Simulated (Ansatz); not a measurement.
The cluster Be5S4⁺. Charge 1, multiplicity 2. Geometry PBE-D4/def2-SVP, basis def2-TZVP, Ansatz.

Cartesian coordinates in Å:
```
Be 0.096 1.974 -0.510
Be 0.643 -3.232 -1.515
Be -0.594 -0.560 0.297
Be 0.820 -0.978 -1.554
Be -0.529 1.575 1.800
S 0.316 3.105 0.966
S 1.009 -2.152 0.065
S -0.528 0.447 -1.622
S -1.233 -0.179 2.072
```

| run | HOMO (eV) | LUMO (eV) |
| --- | --- | --- |
| A | -9.84 | -8.53 |
| B | -9.92 | -9.02 |
| C | -10.03 | -8.33 |
| D | -13.23 | -4.88 |
| E | -10.86 | -7.77 |

Another isomer (doublet) lies 1.11 eV lower at PBE0-D4/def2-TZVP; other spin states weren't run for this one.

HOMO and LUMO are taken over both spins.

Q: The runs used B97M-V, HF, PBE, PBE0, r2SCAN. Estimate which is which.

A: A PBE (0 % exact exchange); B B97M-V (0 % exact exchange); C r2SCAN (0 % exact exchange); D HF (100 % exact exchange); E PBE0 (25 % exact exchange). Exact exchange lowers occupied and raises empty levels; among semilocal functionals meta-GGAs tend to open the gap a little, and such runs are hard to tell apart. The gap grows from 0.90 eV (B97M-V) to 8.35 eV (HF).
